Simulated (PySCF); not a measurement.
C₂H₄ClFOSi, SMILES C[Si@@](F)(Cl)C=O. Coordinates come from a PBE-D3(BJ)/def2-SVP optimisation. The structure was generated by enumeration; whether it is a known compound was not checked. The values are those of a single conformer.

### Question
Give the equilibrium geometry at PBE-D3(BJ)/def2-SVP (PySCF confirms it by a frequency run) as Cartesian coordinates in Å. (An estimate is asked for; the answer gives what the named calculation found.)

### Answer
One answer among several that fit: 
```xyz
10

C     -1.3667    -1.0250     1.0178
Si    -0.2836    -0.1305    -0.1961
F     -0.8944    -0.2040    -1.7163
Cl    -0.0675     1.8794     0.2835
C      1.5024    -0.8666    -0.2039
O      1.8580    -1.5855     0.7150
H     -1.6469    -2.0191     0.6148
H     -2.2884    -0.4547     1.2427
H     -0.7958    -1.1813     1.9549
H      2.2196    -0.5977    -1.0445
```
